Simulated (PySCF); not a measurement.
**A search over the determinants of MoO**

Unrestricted PBE0; PySCF, scalar-relativistic core potentials, basis sets Mo def2-TZVPP with ECP28, O def2-TZVPP. Outer shells of the fragments: Mo 4d5 5s1; O 2s2 2p4.

Followed along the bond (rough minima from three points):

```tsv
2Ms+1	unpaired	⟨S²⟩ at the start	R at minimum (Å)	Te (eV)
5	σ ↑, π ↑, δ ↑↑	6.27	1.68	0.00
3	δ ↑↑	2.48	1.63	0.55
3	σ ↑, δ ↑	2.10	1.63	0.57
3	σ ↑, π ↓, δ ↑↑	3.14	1.68	0.97
5	π ↑↑, δ ↑↑	6.04	1.73	1.38
5	σ ↑↑, δ ↑↑	6.35	1.71	1.55
```

Solutions found at the starting distance of 1.895 Å, counted from the lowest of them; the search is not exhaustive and high or unbound solutions are not listed, so other states can lie among these:

```csv
2Ms+1,unpaired,term,E (eV),⟨S²⟩,⟨Lz²⟩,μ (D)
5,"σ ↑, π ↑, δ ↑↑",⁵Π,0.00,6.27,1.02,-4.49
3,"σ ↑, π ↓, δ ↑↑",mixed,1.02,3.14,1.06,-4.72
5,"π ↑↑, δ ↑↑",⁵Σ⁺,1.09,6.04,0.00,-5.88
3,δ ↑↑,mixed,1.18,2.48,0.00,-2.97
3,"σ ↑, δ ↑",³Δ,1.28,2.10,4.01,-4.83
5,"σ ↑↑, δ ↑↑",mixed,1.30,6.35,0.00,-1.28
3,"σ ↓, π ↑, δ ↑↑",mixed,1.38,3.16,1.12,-4.18
5,"σ ↑, π ↑↑, δ ↑",⁵Δ,1.59,6.02,4.00,-4.65
1,"σ ↓, δ ↑",mixed,1.59,1.00,8.02,-4.22
7,"σ ↑, π ↑↑↑, δ ↑↑",⁷Π,1.74,12.01,1.01,-2.79
1,"σ ↓, π ↓, δ ↑↑",mixed,1.87,2.00,1.18,-3.88
3,"π ↑, δ ↑",mixed,1.88,2.07,5.02,-5.50
3,"π ↑↓, δ ↑↑",mixed,1.99,3.03,2.41,-5.24
1,"π ↓, δ ↑",mixed,2.28,1.03,4.71,-5.44
```

A term symbol is given only where ⟨S²⟩ and ⟨Lz²⟩ are close to those of a pure state; real π, δ and φ orbitals otherwise mix terms. A positive dipole means Mo(−)O(+).

Problem. Compare the gap between the two lowest followed solutions at the starting distance with the gap between their minima.

Solution. At PBE0 the second solution (Ms = 1 of mixed spin, unpaired electrons δ ↑↑) lies +1.18 eV from the first (quintet, unpaired electrons σ ↑, π ↑, δ ↑↑) at 1.895 Å and +0.55 eV at the minima; the two curves relax by different amounts, since their minima lie near 1.63 and 1.68 Å.

Spin–orbit coupling is left out. The state is the lowest single determinant that the PBE0 search found; with open d or f shells the true ground state can be another one.
